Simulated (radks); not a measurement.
Problem. These are the eigenvalues of the occupied orbitals of an atom or ion with whole-number occupations (eV). All-electron calculation, non-relativistic Kohn-Sham, PBEsol, spin-polarised, spherical densities, point nucleus. Program: a radial shooting solver on a logarithmic mesh with Libxc functionals.

orbital  eigenvalue
1s up     -1633.479
1s down   -1630.033
2s up     -214.2775
2s down   -207.5835
2p up     -179.1094
2p down   -171.5772

Which element is it, and in what charge state? The configuration may be excited. Open shells, if any, are filled with parallel spins first.

Solution. Z = 13, aluminium, charge +5: Al5+ in [He] 2s2 2p4. The list shows which subshells hold electrons but not how many an open one holds; the 1s level, -60.029 hartree, gives Z - s = 11.0 by -(Z - s)^2/2, which with screening narrows Z to a few neighbours, and the depths of the outer levels then fix element, charge and occupations together.
